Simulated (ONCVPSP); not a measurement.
## Which change was made? (Te, ONCV)

```json
{"Element": "Te (Z = 52)", "Generator": "ONCVPSP 4.0.1", "Type": "optimised norm-conserving Vanderbilt (ONCV)", "Functional": "LDA (Perdew-Wang 92)", "Relativity": "scalar-relativistic", "Frozen core": "[Ar] 3d10 4s2", "Valence charge": "22", "Reference configuration": "4p6 4d10 5s2 5p4", "Partial waves": "5s: rc 1.80 bohr, ncon 3, nbas 7, qcut 2.8 1/bohr, 3 projectors, debl 3.1 Ha; 4p+5p: rc 1.10 bohr, ncon 3, nbas 7, qcut 12 1/bohr, 2 projectors; 4d: rc 1.50 bohr, ncon 4, nbas 9, qcut 10.4 1/bohr, 2 projectors, debl 2.9 Ha", "Local potential": "polynomial inside 0.75 bohr (lpopt 3, dvloc0 3 Ha)", "Core correction": "Teter function, fcfact 5.5, rcfact 1.3"}
```

Cutoffs, loose and tight: the cutoffs (Ha) at which the residual kinetic energy of the hardest occupied pseudo-wave falls to 1 and 0.1 mHa per electron. They do not see the model core or the augmentation charge, which bear on the density cutoff. Test errors are all-electron minus pseudo excitation energies from the reference, over the configurations 4p6 4d10 5s2 5p3; 4p6 4d10 5s2 5p2; 4p6 4d10 5s2 5p1; 4p6 4d9 5s2 5p5; variants that change the core or the reference have their own tests.

The base gives: outcome: generated; cutoff, loose: 51 Ha; cutoff, tight: 60 Ha; bound ghosts: s; GHOST(+) flags above zero: s; largest test error (meV): +26.

Question: After one change the result is: outcome: generated; cutoff, loose: 113 Ha; cutoff, tight: 156 Ha; bound ghosts: s; GHOST(+) flags above zero: s; largest test error (meV): -16. Which change was it?
A. s: qcut 2.2; p: qcut 9.6; d: qcut 8.3
B. d: qcut 13.5
C. s: rc 1.24
D. p: rc 1.24

Answer: C. The others give: p: rc 1.24 → outcome: generated; cutoff, loose: 42 Ha; cutoff, tight: 60 Ha; bound ghosts: s; GHOST(+) flags above zero: s; largest test error (meV): +27 | d: qcut 13.5 → outcome: generated; cutoff, loose: 51 Ha; cutoff, tight: 60 Ha; bound ghosts: s; GHOST(+) flags above zero: s; largest test error (meV): -12 | s: qcut 2.2; p: qcut 9.6; d: qcut 8.3 → outcome: generated; cutoff, loose: 41 Ha; cutoff, tight: 97 Ha; bound ghosts: s; GHOST(+) flags above zero: none; largest test error (meV): +92.
